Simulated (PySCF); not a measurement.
Al(All)(H)2 (C3H7Al), SMILES C=C[CH2][AlH2].

Geometry: B3LYP-D3(BJ)/def2-SVP. The structure was generated by enumeration; whether it is a known compound was not checked. One conformer was computed; it need not be the lowest.

Two levels are set side by side: TDA-PBE/def2-SVPD (PySCF) and TDA-LC-ωPBE/def2-SVPD (PySCF). Vertical, same geometry. The lowest singlet is HOMO→LUMO 50 %, HOMO−1→LUMO 26 %, HOMO→LUMO+1 12 % with PBE and HOMO→LUMO 62 %, HOMO→LUMO+1 23 % with the other functional; states are paired by order. Differences are taken from unrounded values.

```tsv
quantity	TDA-LC-ωPBE
lowest singlet excitation (eV)	5.86
lowest triplet excitation (TDA) (eV)	3.75
first bright state (f over 0.05) (eV)	5.86
its oscillator strength	0.21
```

Task: What does TDA-PBE give, and how far is it from TDA-LC-ωPBE? (The exact figures need the calculation; the answer reports its results.)

Result: 
| quantity | TDA-PBE | TDA-PBE minus TDA-LC-ωPBE |
|---|---|---|
| lowest singlet excitation (eV) | 5.27 | -0.59 |
| lowest triplet excitation (TDA) (eV) | 3.74 | -0.01 |
| first bright state (f over 0.05) (eV) | 5.27 | -0.59 |
| its oscillator strength | 0.10 | -0.11 |

Functionals without exact exchange tend to place singlet excitations lower, as here. Differences between two approximate levels are no errors against the true value.

Rough cost on one machine, each run with all the roots and properties that it gave: TDA-LC-ωPBE against TDA-PBE about 4 times.
